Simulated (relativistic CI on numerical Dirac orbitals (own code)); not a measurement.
## Ni²⁺: 3s photoemission

Computed with this model: Dirac-Coulomb-Breit CI, KLI orbitals optimised for each configuration, model QED (radiative potential, 1s self-energy scaled to tabulated hydrogen-like ionisation energies), valence Slater integrals scaled by 0.7, multiplet model of photoemission in the sudden approximation; configurations [Ar] 3d8 → [Ne] 3s 3p6 3d8; 300 K; Lorentzian 2.1 eV and Gaussian 0.6 eV FWHM. Energies are those of the free ion, without screening or charge transfer. The energies are binding energies and can lie tens of eV above those of solids. Without intra-shell correlation the exchange splitting of an s hole comes out too large, often by half or more. S is read from ⟨S²⟩ = S(S + 1).

Computed curve for free ion, scaled to 100 at the maximum (points under 2 are left out and the grid is thinned):

```tsv
Energy (eV)	Intensity
140.4	2.1
141.0	2.4
141.4	2.7
142.0	3.1
142.4	3.5
143.0	4.3
143.6	5.3
144.0	6.3
144.6	8.2
145.0	10.0
145.6	14.0
146.0	18.3
146.6	28.8
147.2	48.8
147.6	69.4
148.2	97.9
148.6	96.7
149.2	67.3
149.8	40.6
150.2	30.1
150.8	21.6
151.2	19.0
151.8	18.4
152.4	21.9
152.8	27.2
153.4	40.7
153.8	49.4
154.4	47.2
155.0	31.1
155.4	22.1
156.0	13.7
156.4	10.4
157.0	7.3
157.4	6.0
158.0	4.6
158.6	3.7
159.0	3.2
159.6	2.7
160.0	2.4
160.6	2.0
```

The ground state has S = 1.00, and the centroid lies at 150.23 eV.
